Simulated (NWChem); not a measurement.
Molecule: BiH$_{3}$O$_{3}$; SMILES [OH][Bi]([OH])[OH]

```xyz
7

Bi     0.0244     0.0129     0.2235
O      1.6335    -0.4084    -1.0375
H      1.3440    -1.0760    -1.6757
O     -1.2530    -1.3768    -0.6672
H     -1.7615    -0.9137    -1.3484
O     -0.6647     1.6175    -0.9199
H     -0.0939     1.6920    -1.6982
```
Atoms are numbered in this order, from 1.

Level: PBE0/def2-SVP with def2 effective core potentials on Bi (NWChem), optimised geometry, unscaled harmonic frequencies. def2 effective core potentials on Bi; no spin-orbit coupling.

```csv
frequency (cm⁻¹),IR intensity (km/mol)
126,19.8
132,19.7
173,33.6
290,82.7
300,82.3
370,100.4
565,97.2
565,98.3
588,46.6
818,73.4
822,72.2
847,11.0
3843,52.0
3844,67.0
3844,73.9
```

```json
{
 "zero_point_energy": "24.5 kcal/mol",
 "thermal correction to the enthalpy at 298.15 K (with zero-point energy)": "29.3 kcal/mol",
 "heat capacity Cv": "21.7 cal/(mol K)",
 "entropy at 298.15 K and 1 atm (symmetry number 3)": "81.1 cal/(mol K)"
}
```

Rigid rotor and harmonic oscillator.
